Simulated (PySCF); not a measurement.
Magnetic shielding above rings: a mixed set.

NICS = −σ at a ghost point: NICS(0) at the centroid of the ring atoms, NICS(1) 1 Å to either side along the normal of their mean plane, zz for the tensor component along that normal. Level: GIAO PBE0/pcSseg-1 (PySCF, non-relativistic, gas phase) on the GFN2-xTB geometries, one conformer each. Atom numbers follow the mapped SMILES.

Question: Order these rings by mean NICS(1)zz, lowest (most negative) first (ppm).
A. ring N2–C3–O4–C5–C9 in `[CH3:1][n+:2]1[cH:3][o:4][c:5]([CH:6]([F:7])[F:8])[cH:9]1` (charge +1)
B. ring C2–N3–C4–N5–N6 in `[CH3:1][c:2]1[n:3][cH:4][n:5][n:6]1[SiH3:7]`
C. ring C4–C5–Si6–C7 in `[N:1]#[C:2][CH2:3][C:4]1=[CH:5][SiH2:6][C:7]1([SiH3:8])[SiH3:9]`
D. ring C3–C4–C5–C6–C7–C8 in `[C-:1]#[N+:2][c:3]1[cH:4][cH:5][cH:6][cH:7][cH:8]1`
E. ring C5–C6–C7–C8–O9 in `[CH:1]1=[CH:2][O:3][C:4]([c:5]2[cH:6][cH:7][cH:8][o:9]2)=[CH:10][CH2:11]1`
F. ring C3–C4–C6–C7 in `[Cl:1][SiH2:2][C:3]1=[C:4]([Cl:5])[CH2:6][CH2:7]1`
G. ring C3–C4–C5–C6–O7 in `[PH3+:1][SiH2:2][c:3]1[cH:4][cH:5][cH:6][o:7]1` (charge +1)

Answer: B (-30.8), D (-28.2), G (-27.1), A (-25.9), E (-24.7), F (-0.5), C (4.0).

| SMILES | ring | NICS(0) | NICS(1) | NICS(1)zz | HOMA | rms pucker (Å) | ring atoms with four or more neighbours |
| --- | --- | --- | --- | --- | --- | --- | --- |
| Cc1ncnn1[SiH3] | 5-membered ring with 3 N; formal bonds all aromatic | -11.7 | -11.7 | -30.8 | 0.90 | 0.00 | 0 |
| [C-]#[N+]c1ccccc1 | 6-membered carbocycle; formal bonds all aromatic | -9.5 | -11.3 | -28.2 | 0.99 | 0.00 | 0 |
| [PH3+][SiH2]c1ccco1 | 5-membered ring with O; formal bonds all aromatic | -12.2 | -10.7 | -27.1 | 0.39 | 0.00 | 0 |
| C[n+]1coc(C(F)F)c1 | 5-membered ring with N and O; formal bonds all aromatic | -12.7 | -10.1 | -25.9 | 0.69 | 0.00 | 0 |
| C1=COC(c2ccco2)=CC1 | 5-membered ring with O; formal bonds all aromatic | -11.2 | -9.9 | -24.7 | 0.49 | 0.00 | 0 |
| Cl[SiH2]C1=C(Cl)CC1 | 4-membered carbocycle; formal bonds 1 double, 3 single | -1.9 | -2.7 | -0.5 | – | 0.00 | 2 |
| N#CCC1=C[SiH2]C1([SiH3])[SiH3] | 4-membered ring with Si; formal bonds 1 double, 3 single | 0.0 | -1.6 | 4.0 | – | 0.01 | 2 |

NICS(0) gives another order. The isotropic NICS(1) gives the same order. Over the 5 rings with a HOMA value its correlation coefficient with NICS(1)zz is -0.66. HOMA uses Krygowski's 1993 parameters; it is left out where a ring has a four-coordinate atom, a triple bond, no multiple bond or a kind of bond without parameters. NICS(1) and NICS(1)zz are means over the two faces.
